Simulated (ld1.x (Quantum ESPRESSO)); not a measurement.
# Before and after: TM potential for antimony

* Element: Sb
* Generator: ld1.x (Quantum ESPRESSO) 7.5
* Type: norm-conserving Troullier–Martins (Kleinman–Bylander form)
* Functional: LDA (PZ)
* Relativity: fully relativistic
* Frozen core: [Kr] 4d10
* Valence charge: 5
* Reference configuration: 5s2 5p3
* Partial waves: 5s (bound): rc 1.95 bohr; 5p (bound): rc 1.70 bohr
* Local potential: all-electron potential smoothed inside 1.60 bohr (lloc = -1)
* Core correction: a·sin(br)/r model core, default radius (core density twice the valence density)

Open shells are filled in proportion to 2j + 1 (rel_dist='average').

Change: wave 5p (bound): rc 1.70 bohr becomes 5p (bound): rc 1.44 bohr.

Cutoffs: the cutoffs (Ry, on a coarse ladder) from which the occupation-weighted sum of valence levels, in a spherical-Bessel basis at the reference potential, stays within 10 and 1 mRy of its value at 400 Ry; they do not see the model core or the augmentation charge, which bear on the density cutoff. Errors are all-electron minus pseudo energies relative to the spin-unpolarised reference configuration.

How do hardness, ghosts and transferability respond?

The potential gets harder (40 Ry and 90 Ry → 140 Ry and 160 Ry); the bound ghosts move from d, s to d, p, s; of the 7 tests that both files solve, the error grows in 5 and shrinks in 1 by more than 15 % and 0.3 meV (median size 6.8 → 7.1 meV). A smaller radius makes the pseudo-wave follow the all-electron one further in, where it bends more sharply, so more plane waves are needed.

```csv
quantity,base,changed
"cutoff, loose",40 Ry,140 Ry
"cutoff, tight",90 Ry,160 Ry
loose cutoff by channel (10 mRy a level),"s 18 Ry, p 35 Ry","s 18 Ry, p 120 Ry"
bound ghosts,"s, d","p3/2, s, d"
"error for 5s2 5p2, meV [ΔE 8.54 eV]",+2.8,+4.5
"error for 5s2 5p1, meV [ΔE 24.81 eV]",-9.2,-6.4
"error for 5s2 5p0, meV [ΔE 49.62 eV]",-155,-210
"error for 5s0 5p5, meV [ΔE 16.59 eV]",+6.8,-28
"error for 5s2 5p3.3, meV [ΔE -1.21 eV]",+0.2,+0.3
"error for 5s1 5p0, meV [ΔE 94.44 eV]",-506,-584
"error for 5s1 5p4, meV [ΔE 8.18 eV]",-0.3,-7.1
s: phases at 2.14 bohr within 0.05 rad from the reference energy up to (Ry; the scan ends near 5),4.8,4.8
p1/2: phases at 2.14 bohr within 0.05 rad from the reference energy up to (Ry; the scan ends near 5),0.3,0.1
p3/2: phases at 2.14 bohr within 0.05 rad from the reference energy up to (Ry; the scan ends near 5),0.1,0.1
```

 A true bound ghost makes a file unfit for plane-wave use even where its test errors are small: the radial tests pick states by their node count and pass the ghost by.
